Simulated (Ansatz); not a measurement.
Born–Oppenheimer molecular dynamics of CH7ClGe2 (11 atoms, charge 0, multiplicity 1). It starts from a relaxed structure.

Level of theory: RKS PBE/def2-SVP in Ansatz.

```
ensemble             : NVT, Langevin thermostat
time step            : 0.5 fs
steps asked          : 166
set temperature      : 500 K
friction             : 0.02 /fs
temperature schedule : 41 steps to 500 K, then 125 steps to 125 K
seed                 : 30978
```

First frame:

```xyz
11
Properties=species:S:1:pos:R:3
Ge -0.110 -0.028 0.040
H -0.073 -0.154 1.591
Cl 1.995 0.162 -0.592
Ge -1.204 2.024 -0.707
H -2.707 2.019 -0.307
H -0.519 3.258 -0.066
H -1.103 2.131 -2.252
C -0.813 -1.668 -0.782
H -1.858 -1.834 -0.451
H -0.791 -1.582 -1.885
H -0.193 -2.532 -0.474
```

(1) How far do the bonds stretch over the last three quarters of this one trajectory? (Pairs bonded in most of those frames.)

## Answers

(1) 
| bond | mean (Å) | spread (Å) | shortest | longest |
| --- | --- | --- | --- | --- |
| Ge1–H2 | 1.558 | 0.037 | 1.49 | 1.62 |
| Ge1–Cl3 | 2.193 | 0.007 | 2.18 | 2.21 |
| Ge1–Ge4 | 2.405 | 0.010 | 2.39 | 2.42 |
| Ge1–C8 | 1.952 | 0.038 | 1.89 | 2.01 |
| Ge4–H5 | 1.555 | 0.011 | 1.53 | 1.58 |
| Ge4–H6 | 1.553 | 0.035 | 1.48 | 1.63 |
| Ge4–H7 | 1.556 | 0.055 | 1.46 | 1.65 |
| C8–H9 | 1.108 | 0.017 | 1.07 | 1.14 |
| C8–H10 | 1.116 | 0.050 | 1.03 | 1.22 |
| C8–H11 | 1.112 | 0.016 | 1.08 | 1.15 |

Mean temperature of the second half: 302 K. The schedule's set-point averaged 250 K over the second half and the system 302 K, so it lags behind the ramp. A run of 0.083 ps of so small a system gives no equilibrium averages.

The run took 8.6 min on 4 threads of AMD EPYC 7571 (shared host), peak memory 0.24 GiB.
